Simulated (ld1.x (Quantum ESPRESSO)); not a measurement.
Ge, TM semilocal: configuration errors across variants

- Element: Ge
- Generator: ld1.x (Quantum ESPRESSO) 7.5
- Type: norm-conserving Troullier–Martins (semilocal form)
- Functional: PW91
- Relativity: non-relativistic
- Frozen core: [Ar] 3d10
- Valence charge: 4
- Reference configuration: 4s2 4p2
- Partial waves: 4s (bound): rc 1.60 bohr; 4p (bound): rc 1.65 bohr; 4d channel at 0.25 Ry: rc 1.70 bohr
- Local potential: the d channel
- Core correction: a·sin(br)/r model core inside 1.30 bohr

All-electron excitation energies from the reference (eV): (1) 4s2 4p1 7.535; (2) 4s2 4p0 23.068; (3) 4s1 4p0 57.420; (4) 4s0 4p4 15.457; (5) 4s1 4p3 7.616; (6) 4s2 4p2.3 -0.907; (7) 4s1 4p2 15.858.

In the semilocal form every listed channel keeps its own potential, so the choice of the local channel does not act on these tests. It acts once the file is put into the separable form.

A semilocal file is local in each channel, so a ghost entry of none says nothing of the separable form that plane-wave codes build from it.

3 further variants failed, have other tests or another functional or relativity, and are left out.

A true bound ghost makes a file unfit for plane-wave use even where its test errors are small: the radial tests pick states by their node count and pass the ghost by. Where a test does run into it, the solver fails or the error is huge.

Errors AE − PS in meV (a dash: test not solved or not reliable):

```csv
change,(1),(2),(3),(4),(5),(6),(7),bound ghosts
base,-3.7,-38,-231,-31,-7.7,0.0,-19,none
wave 4s (bound): rc 1.60 bohr becomes 4s (bound): rc 1.94 bohr,-3.4,-35,-228,-39,-9.5,0.0,-21,none
"all radii but the core radius scaled by about 0.86 (s 1.38, p 1.42, d 1.48 bohr)",-3.0,-37,-234,-23,-6.2,+0.1,-15,none
wave 4d channel at 0.25 Ry: rc 1.70 bohr becomes 4d channel at 0.25 Ry: rc 1.96 bohr,-3.7,-38,-231,-31,-7.7,0.0,-19,none
wave 4d channel at 0.25 Ry: rc 1.70 bohr becomes 4d channel at 4.37 Ry: rc 1.70 bohr,-3.7,-38,-231,-31,-7.7,0.0,-19,none
core correction a·sin(br)/r model core inside 1.64 bohr,-3.9,-39,-226,-26,-6.7,0.0,-19,none
local potential the s channel,-3.7,-38,-231,-31,-7.7,0.0,-19,none
wave 4p (bound): rc 1.65 bohr becomes 4p (bound): rc 1.92 bohr,-3.8,-37,-226,-36,-8.8,0.0,-21,none
wave 4s (bound): rc 1.60 bohr becomes 4s (bound): rc 1.38 bohr,-3.4,-36,-226,-35,-8.7,0.0,-20,none
```

Give the same row for: form changed from semilocal to separable (Kleinman–Bylander), still TM; local potential all-electron potential smoothed inside 1.25 bohr (lloc = -1).

-6.4, -64, –, -26, -8.6, 0.0, -22; bound ghosts: d, s. Not counted: 4s1 4p0 (solver errors, printed error -1.3 eV).
